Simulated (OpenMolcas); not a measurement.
# Ca: CASPT2 settings compared

- Program: OpenMolcas
- Basis: ANO-RCC-VTZP [6s5p2d1f]
- Scalar Hamiltonian: DKH3, point nucleus
- Active space: 2 electrons in 9 orbitals (3d 4s 4p)
- State averaging: 2S+1 = 3 even, 8 roots (5 in the spin-orbit step); 2S+1 = 1 even, 6 roots; 2S+1 = 3 odd, 3 roots; 2S+1 = 1 odd, 3 roots
- Spin-orbit coupling: RASSI with atomic mean-field integrals over the reference wave functions, term energies averaged over their components

Methods on the same reference wave functions:
A. CASSCF
B. SS-CASPT2, IPEA 0.4 Eh, imaginary shift 0.1 Eh (closed shells correlated: none)
C. SS-CASPT2, IPEA 0.4 Eh, no level shift (closed shells correlated: 2s 2p 3s 3p)
D. SS-CASPT2, IPEA 0.2 Eh, no level shift (closed shells correlated: 3s 3p)

Energies in cm⁻¹ above 4s² ¹S₀, the measured ground level; measured values from NIST Handbook of Basic Atomic Spectroscopic Data.

```csv
Level,A,B,C,D,Measured
4s² ¹S₀,0.0,0.0,0.0,0.0,0.0
4s 4p ³P°₀,13179,13560,14310,14320,15158
4s 4p ³P°₁,13218,13600,14350,14360,15210
4s 4p ³P°₂,13297,13680,14430,14440,15316
4s 4p ¹P°₁,24333,24360,24190,24120,23652
3d 4s ¹D₂,27357,27620,28030,27940,
3d 4s ³D₁,28367,28630,27910,27790,20335
3d 4s ³D₂,28373,28640,27910,27800,20349
3d 4s ³D₃,28382,28650,27920,27810,20371
```

Deviations, from unrounded energies. A percentage is the sum of absolute deviations over the sum of measured energies, with the sign that they share, or ± where signs differ.

```
           Against measurement  Levels      A      B      C      D
mean absolute deviation (cm-1)       7   4400   4300   3700   3600
      other configurations (%)       7  ±23.6  ±23.3  ±19.8  ±19.5
```

C, D lie about equally close to measurement and A furthest from it. The largest miss of D in the table is 3d 4s ³D₁, by +7500 cm-1. The ranking rests on the paired levels alone, and a cruder setting can come out closer through cancelling errors.

Among B to D the level of the table that moves most is 3d 4s ³D₂, by 840 cm-1 (lowest in D, highest in B). Moves below CASPT2's spread within the term are not significant.

The lowest spin-free term lies below A's lowest term by 0.002 hartree in B, 0.248 hartree in C, 0.231 hartree in D.

Term energies are means over components that CASPT2 splits; among the terms shown or strongly mixed into the levels shown the widest spread is 31 cm-1 (3d 4s ¹D, C). Some high roots are left out of the spin-orbit mixing, which shifts the levels that they would mix with. Configurations are named by rounded mean occupations; where the s occupation lies near a half they are strongly mixed, a name can repeat and a true partner stay unpaired. A single d shell beside an s shell can misplace configurations of different d count against each other. Without dynamic correlation excited terms often stand tens of per cent too high (terms of higher spin than the ground term too low), and those without a measured partner can miss by more than the paired ones (holds for A). Measured partners are found by configuration, term and J. A level has none where our copy of the source lacks it or the pairing is in doubt (some pairs that miss far off the trend of their configuration count as doubtful), and it then counts in no deviation. Levels of configurations outside the active space are missing.

° marks odd parity.
